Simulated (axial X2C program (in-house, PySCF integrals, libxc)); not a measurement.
**Outer orbitals of KSe at 2.964 Å, HF in the non-relativistic limit (speed of light times 100)**

Computed with an in-house all-electron X2C program for linear molecules (integrals from PySCF). The Hamiltonian is the X2C one with the speed of light multiplied by 100, which is the non-relativistic limit. Basis: Se dyall-v3z [8s8p5d1f], K dyall-v3z [11s11p4d2f] (cores contracted in-house); Gaussian nuclei, density fitting, unrestricted open shells. Masses: Se 79.917 u, K 38.964 u.

The distance is close to the non-rel. PBE0 minimum; the highest filled and lowest empty levels are listed.

Outer orbitals of the state M_S = 1/2, Λ = 1 (beyond evenly filled blocks: π+α, π+β, π-α) with Löwdin shares:

| symmetry | occupied | ε (eV) | atomic character |
| --- | --- | --- | --- |
| π+β | yes | -26.25 | 100% K p |
| π-α | yes | -26.24 | 100% K p |
| π+α | yes | -26.24 | 100% K p |
| π-β | yes | -26.23 | 100% K p |
| σα | yes | -26.20 | 98% K p |
| σβ | yes | -26.19 | 99% K p |
| σα | yes | -21.09 | 85% Se s, 7% K p, 5% K d |
| σβ | yes | -18.52 | 85% Se s, 6% K p, 5% K d |
| π-α | yes | -8.04 | 94% Se p, 4% K d, 2% K p |
| π+α | yes | -8.04 | 94% Se p, 4% K d, 2% K p |
| σα | yes | -7.54 | 89% Se p, 4% K s, 4% K p |
| σβ | yes | -7.04 | 88% Se p, 5% K s, 4% K p |
| π+β | yes | -6.43 | 91% Se p, 5% K d, 4% K p |
| σα | no | -0.41 | 70% K s, 30% K p |
| σβ | no | -0.41 | 69% K s, 30% K p |
| π-β | no | 0.33 | 98% K p |
| π-α | no | 0.38 | 97% K p, 2% K d |
| π+α | no | 0.38 | 97% K p, 2% K d |
| π+β | no | 0.39 | 97% K p, 2% K d |

Charges and populations: Se -0.75 e (s 7.97 p 16.77 d 10.01), K 0.75 e (s 6.08 p 12.06 d 0.10).

The state is one determinant whose occupation by symmetry is held fixed; it was picked as the lowest of a PBE0 search that is not exhaustive. PBE0 can misorder states that lie within some tenths of an eV, so this need not be the ground state of the molecule. The nearest other spin-free determinant of the search, M_S = 1/2, Λ = 0, lies 0.30 eV up at the distance of the search.
